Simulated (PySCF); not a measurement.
Point-charge models of `CC[SiH2]C#C[SiH2]NC(C)=O` against its computed dipole.

Coordinates (GFN2-xTB, Å) and charges (e) from the PBE0/pcSseg-1 density (PySCF):

```
atom       x       y       z  Mulliken      IAO  Hirshfeld  ESP-fitted
  C1  -4.049  -0.805   0.927   -0.2944  -0.4108    -0.1169     -0.1334
  C2  -3.826   0.596   1.486   -0.5706  -0.5286    -0.1504     -0.0536
 Si3  -2.629   1.634   0.429   +0.6763  +0.7707    +0.3611     +0.3638
  C4  -1.030   0.704   0.329   -0.2868  -0.3089    -0.1427     -0.1161
  C5   0.000   0.069   0.272   -0.3260  -0.3307    -0.1521     -0.3337
 Si6   1.562  -0.929   0.209   +0.7973  +0.9134    +0.3907     +0.7070
  N7   2.590   0.127  -0.757   -0.6178  -0.6141    -0.2029     -0.7854
  C8   3.826  -0.359  -0.978   +0.3587  +0.4476    +0.1825     +0.8535
  C9   4.758   0.489  -1.808   -0.2494  -0.4774    -0.1199     -0.6292
 O10   4.123  -1.440  -0.507   -0.4458  -0.4938    -0.2700     -0.5916
 H11  -4.726  -1.375   1.562   +0.1204  +0.1431    +0.0417     +0.0427
 H12  -4.480  -0.758  -0.071   +0.1174  +0.1370    +0.0390     +0.0371
 H13  -3.106  -1.346   0.862   +0.1292  +0.1437    +0.0360     +0.0405
 H14  -4.787   1.107   1.565   +0.1434  +0.1467    +0.0406     +0.0251
 H15  -3.437   0.513   2.503   +0.1482  +0.1500    +0.0419     +0.0350
 H16  -2.390   2.937   1.065   -0.0844  -0.1156    -0.0733     -0.0961
 H17  -3.151   1.810  -0.933   -0.0790  -0.1183    -0.0725     -0.0762
 H18   2.132  -1.066   1.545   -0.0776  -0.1149    -0.0656     -0.0892
 H19   1.341  -2.176  -0.518   -0.0776  -0.1149    -0.0657     -0.0900
 H20   2.325   1.021  -1.136   +0.1971  +0.2781    +0.1327     +0.3792
 H21   5.714  -0.015  -1.917   +0.1456  +0.1738    +0.0568     +0.1775
 H22   4.325   0.658  -2.792   +0.1378  +0.1619    +0.0543     +0.1662
 H23   4.910   1.453  -1.325   +0.1381  +0.1621    +0.0544     +0.1667
```

Question: What dipole does each set of charges give (1 e·Å = 4.803 D), and what does the density give?

Answer: The full density gives (-1.56, 2.71, -0.90) D, 3.25 D in size; dipole vectors point from the negative to the positive end.

```csv
scheme,μx,μy,μz,size (D),share of the full size (%),angle to the full dipole (°)
Mulliken,-0.30,2.44,-1.60,2.93,90,27
IAO,-1.68,2.95,-0.96,3.53,108,0
Hirshfeld,-0.80,1.95,-0.74,2.24,69,8
ESP-fitted,-1.59,2.68,-0.88,3.24,100,1
```

Question: Which set comes closest?

Answer: Length of the difference vector: ESP-fitted 0.05 D, IAO 0.27 D, Hirshfeld 1.08 D, Mulliken 1.47 D. Closest: ESP-fitted. ESP charges are fitted to the potential around the molecule, whose slowest-falling term is the dipole's. The schemes that divide the density aren't constrained to reproduce the dipole.

Question: What is left for the Hirshfeld atoms' own dipoles?

Answer: The Hirshfeld atoms' densities add up to the full density, so μ = Σ q r + Σ (atomic dipoles). The atomic dipoles sum to (-1.56, 2.71, -0.90) − (-0.80, 1.95, -0.74) = (-0.76, 0.76, -0.16) D, 1.08 D in size.

Question: With the origin at the mean of the coordinates, (0.000, 0.124, 0.000) Å, which are the largest single terms, by size, of the Hirshfeld dipole along the direction of the full one?

Answer: Si3 +4.16, O10 +4.07, Si6 -3.16, C8 -1.72, C2 -1.31 D; all 23 atoms together +2.21 D. The single terms depend on the origin, their sum doesn't.

Question: Give the size of the full dipole in other units.

Answer: 3.25 D = 1.279 au = 0.677 e·Å = 10.85 × 10⁻³⁰ C·m.

The structure is a single GFN2-xTB conformer in the gas phase; no vibrational or solvent corrections.

The run behind these numbers computed NMR shieldings as well. On Arm Neoverse N1, one thread, shared host, this took 2.0 min wall and 1.2 GiB of memory at its peak.

Conformer computed: `[CH3:1][CH2:2][SiH2:3][C:4]#[C:5][SiH2:6][NH:7][C:8]([CH3:9])=[O:10]`: C1–C2–Si3–C4 -58°, C5–Si6–N7–C8 180°, Si6–N7–C8–C9 180°.
